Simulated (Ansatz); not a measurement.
Computed with Ansatz on PBE0-D4/def2-TZVP structures; ΔE is electronic, products minus reactants. CBS: MP2 limit from def2 TZ/QZ plus the TZ coupled-cluster correction, frozen cores. DFT in def2-TZVPP. For Ge outer-core shells are correlated without core-valence functions, which leaves a few kJ/mol of doubt a bond. Scalar relativity is left out up to krypton.

Consider the ligand exchange at a Ge–N bond: `[GeH3][NH][GeH3]` + `[SiH3]S` → `[SiH3][S][GeH3]` + `[NH2][GeH3]`.

`[GeH3][NH][GeH3]`:

Cartesian coordinates in Å:
```
Ge -0.702 1.341 0.595
N 0.646 0.114 0.361
Ge 0.474 -1.422 -0.631
H -0.943 2.221 -0.653
H -0.322 2.249 1.777
H -1.976 0.538 0.897
H 1.569 0.523 0.324
H 0.497 -1.165 -2.155
H -0.879 -2.040 -0.247
H 1.637 -2.359 -0.267
```

`[SiH3]S`:

```xyz
6

Si    0.402    0.314   -0.135
S    -0.963   -1.320   -0.319
H    -0.303    1.620   -0.143
H     1.284    0.207   -1.322
H     1.210    0.214    1.107
H    -1.630   -1.036    0.813
```

`[SiH3][S][GeH3]`:

```xyz
9

Si   -1.595   -0.183    0.339
S    -0.048    1.177    0.886
Ge    1.609    0.261   -0.285
H    -1.811   -0.182   -1.132
H    -2.823    0.276    1.031
H    -1.264   -1.569    0.762
H     2.838    1.136   -0.016
H     1.248    0.264   -1.779
H     1.845   -1.180    0.193
```

`[NH2][GeH3]`:

Cartesian coordinates in Å:
```
N -0.153 -0.168 -1.140
Ge -0.076 0.164 0.672
H 0.529 0.351 -1.676
H -0.059 -1.146 -1.376
H -1.199 -0.656 1.323
H 1.269 -0.215 1.338
H -0.312 1.670 0.860
```

Q: Is it downhill or uphill in electronic energy at CCSD(T)/CBS, and by how much? (Best estimate.)

A: The calculation gave: Downhill: ΔE = -10.4 kcal/mol.

Q: What do these levels give: LDA (SPW92), revPBE-D4, r2SCAN-D4, B97M-V, PBE0-D4, r2SCAN0-D4, CAM-B3LYP-D4, HF/def2-SVP, MP2/def2-SVP, SCS-MP2/def2-TZVPP, MP2/def2-QZVPP, HF/CBS(def2)? (Best estimate.)

A: The calculation gave: LDA (SPW92) -11.5, revPBE-D4 -12.3, r2SCAN-D4 -11.8, B97M-V -11.3, PBE0-D4 -12.2, r2SCAN0-D4 -11.8, CAM-B3LYP-D4 -9.8, HF/def2-SVP -8.1, MP2/def2-SVP -8.1, SCS-MP2/def2-TZVPP -9.2, MP2/def2-QZVPP -10.6, HF/CBS(def2) -9.0 kcal/mol.

Largest T1 diagnostic among the species: 0.011.

At CCSD(T), def2-SVP lies +2.7 kcal/mol from the extrapolated value and def2-TZVPP +0.9 kcal/mol. Leaving LDA and LC-ωPBE aside and taking each functional with its dispersion term where it has one, the values, not all of them listed here, spread over 2.6 kcal/mol, from PBE-D4 to CAM-B3LYP-D4. LDA lies +0.8 kcal/mol from PBE without D4.
